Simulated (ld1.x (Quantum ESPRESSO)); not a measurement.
Which setting gave this result? (C (Z = 6), RRKJ)

Base potential:

```
Element                 : carbon
Generator               : ld1.x (Quantum ESPRESSO) 7.5
Type                    : norm-conserving RRKJ (Kleinman–Bylander form)
Functional              : revPBE
Relativity              : scalar-relativistic
Frozen core             : [He]
Valence charge          : 4
Reference configuration : 2s2 2p2
Partial waves           : 2s (bound): rc 1.15 bohr; 2p (bound): rc 3.25 bohr
Local potential         : the p channel
Core correction         : Bessel-smoothed model core, default radius (core density twice the valence density)
```

Cutoffs, loose and tight: the cutoffs (Ry, on a coarse ladder) from which the occupation-weighted sum of valence levels, in a spherical-Bessel basis at the reference potential, stays within 10 and 1 mRy of its value at 400 Ry. They do not see the model core or the augmentation charge, which bear on the density cutoff. Test errors are all-electron minus pseudo excitation energies from the reference, over the configurations 2s2 2p1; 2s2 2p0; 2s1 2p0; 2s2 2p2.3; 2s2 2p1.5; 2s1 2p2; 2s1 2p3; variants that change the core or the reference have their own tests.

Only the scale of all radii but the core radius (base = 1) is moved:

```
scale of all radii but the core radius (base = 1)  cutoff, loose  cutoff, tight  bound ghosts  largest test error (meV)  median size of the test errors
                                             0.75          70 Ry         110 Ry          none                     +1005                        34.1 meV
                                             0.88          45 Ry          70 Ry          none                     +1852                        83.2 meV
                                              1.1          45 Ry          60 Ry          none                     +3676                       232.5 meV
                                             1.23          40 Ry          50 Ry          none                     +4770                       337.3 meV
                                             1.37          30 Ry          40 Ry          none                     +6030                       384.7 meV
```

Task: One more run gave cutoff, loose: 50 Ry; cutoff, tight: 70 Ry; bound ghosts: none; largest test error (meV): +2970; median size of the test errors: 169.3 meV. Which value of the scale of all radii but the core radius (base = 1) was used?

Result: 1.03. The median size of the test errors moves one way along this sweep, from 34.1 meV at 0.75 to 384.7 meV at 1.37, which places the run between 0.88 and 1.1.
